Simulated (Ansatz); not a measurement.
The first iterations of a band of CHBCl2O (6 atoms, charge 0, multiplicity 1).

Computed with Ansatz 0.2.0, RKS PBE-D4/def2-SVP.

```json
{"movable images": "7", "climbing image": "yes", "spring": "5.0 eV/Å²", "optimiser": "quadratic models (default)", "start path": "through a guess of the saddle point", "force threshold": "0.03 eV/Å", "iteration limit": "10", "end points": "relaxed"}
```

Image 0:

```xyz
6
Properties=species:S:1:pos:R:3
Cl -0.821 -1.743 -0.860
C 0.098 -0.529 0.029
Cl 1.324 -1.229 1.087
B -0.308 0.935 0.089
O 0.615 0.562 -0.828
H -0.866 1.940 0.437
```

Image 8:

```xyz
6
Properties=species:S:1:pos:R:3
Cl -1.247 -2.137 -1.414
C 0.104 0.118 0.234
Cl 1.524 -0.556 1.119
B -0.501 -0.883 -0.555
O -0.248 1.399 0.493
H 0.410 1.995 0.077
```

| iteration | highest image above the first end (eV) | largest band force component (eV/Å) |
| --- | --- | --- |
| 1 | 85.604 | 324.323 |
| 2 | 36.170 | 147.383 |
| 3 | 15.949 | 63.699 |

Problem. Does the band converge within its limit, and where does its top end?

Solution. The run ended unconverged. It ended after 10 iterations with the highest image 4.709 eV above the first end. The band didn't meet its force threshold, so its energies are provisional: the largest band force was still 6.86 eV/Å, and over the last iterations the top moved between 4.58 and 5.33 eV. The orbitals stay closed-shell, which can raise the energy where a bond breaks towards radicals; this wasn't checked here.

The run took 77 s on 2 threads of Arm Neoverse V2, on a shared host, peak memory 0.15 GiB.
